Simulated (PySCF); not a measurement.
Vertical excitations of a molecule C₄H₁₀BN from TDA-CAM-B3LYP/def2-SVPD run with PySCF, as energy in eV (oscillator strength): 4.87 (0.000), 6.81 (0.038), 7.37 (0.130), 7.38 (0.005), 7.62 (0.026), 7.72 (0.753), 7.99 (0.024), 8.40 (0.647), 8.47 (0.003), 8.48 (0.016). Lowest triplet (TDA): 4.34 eV. Geometry optimised at B3LYP-D3(BJ)/def2-SVP. Other conformers were not sampled.

**Question.** Pick the molecule that these values belong to.
A) CC1CB(N)C1
B) C=CB(N)CC
C) C/C=N/B(C)C
D) C=C(C)B(C)N

**Answer.** C, C/C=N/B(C)C
